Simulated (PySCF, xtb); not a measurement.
InF2, SMILES [In+]([F])[F], charge +1.

xtb with GFN2-xTB at its own geometry gives an orbital gap of 1.54 eV.

Geometry optimised at PBE0-D3(BJ)/def2-TZVP. The spin state was assumed, not searched. The isomer is the one that the SMILES or the coordinates give; other isomers of the formula were not compared. The def2 effective core potentials stand for the cores of In; spin–orbit coupling is left out.

### Question
What does r2SCAN/def2-TZVPD (PySCF) give? (An estimate is asked for; the answer gives what the named calculation found.)

### Answer
gap 5.22 eV (levels -16.49 and -11.27 eV).
